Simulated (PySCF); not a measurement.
Input file for PySCF: R-MP2/6-31G* on AlFH2 (SMILES [F][AlH2]), a point of a bond scan (R = 1.821 Å).

```python
from pyscf import gto, scf, dft, mp
from pyscf.data.elements import chemcore

mol = gto.M(
    atom='''
    Al   -0.24669394   -0.47884971    0.15840895
    H     0.47073738   -1.31219084    1.27881201
    H    -1.58943775   -0.85928261   -0.56046382
    F     0.55336871    1.07412628   -0.35533322
    ''',
    basis='6-31g*',
    cart=True,
    charge=0, spin=0, verbose=3, max_memory=1800)
mf = scf.RHF(mol)
mf.conv_tol = 1e-8
mf.max_cycle = 100
mf.kernel()
if not mf.converged:
    mf = mf.newton().run(mf.mo_coeff, mf.mo_occ)
pt = mp.MP2(mf, frozen=chemcore(mol)).run()
```

It printed:

```
converged SCF energy = -342.548463343144
E(RMP2) = -342.779124459944  E_corr = -0.230661116799407
E(SCS-RMP2) = -342.775918460411  E_corr = -0.227455117266618
```

Self-consistency was reached.

Cost: around 0.7 core-seconds (rough).
